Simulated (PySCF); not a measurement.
Spin states of BeF

Unrestricted PBE0; basis Be aug-cc-pVDZ, F aug-cc-pVDZ; no relativity; PySCF 2.14. Outer shells of the fragments: Be 2s2; F 2s2 2p5.

Followed along the bond (rough minima from three points):

| 2Ms+1 | unpaired | ⟨S²⟩ at the start | R at minimum (Å) | Te (eV) |
| --- | --- | --- | --- | --- |
| 2 | σ ↑ | 0.75 | 1.40 | 0.00 |

Solutions found at the starting distance of 1.575 Å, counted from the lowest of them; the search is not exhaustive and high or unbound solutions are not listed, so other states can lie among these:

```json
{"2Ms+1": "2", "unpaired": "σ ↑", "term": "²Σ⁺", "E (eV)": "0.00", "⟨S²⟩": "0.75", "⟨Lz²⟩": "0.00", "μ (D)": "-2.11"}
{"2Ms+1": "2", "unpaired": "π ↑", "term": "²Π", "E (eV)": "3.64", "⟨S²⟩": "0.75", "⟨Lz²⟩": "1.00", "μ (D)": "-3.64"}
{"2Ms+1": "4", "unpaired": "σ ↑, π ↑↑", "term": "mixed", "E (eV)": "8.24", "⟨S²⟩": "3.75", "⟨Lz²⟩": "2.01", "μ (D)": "2.67"}
{"2Ms+1": "4", "unpaired": "σ ↑, π ↑↑", "term": "mixed", "E (eV)": "8.43", "⟨S²⟩": "3.75", "⟨Lz²⟩": "2.00", "μ (D)": "2.79"}
{"2Ms+1": "4", "unpaired": "σ ↑↑, π ↑", "term": "⁴Π", "E (eV)": "9.59", "⟨S²⟩": "3.75", "⟨Lz²⟩": "1.00", "μ (D)": "2.79"}
```

A term symbol is given only where ⟨S²⟩ and ⟨Lz²⟩ are close to those of a pure state; real π, δ and φ orbitals otherwise mix terms. A positive dipole means Be(−)F(+).

Counting both spins, an empty level lies below a filled one in some of these solutions, because spin and occupation are held.
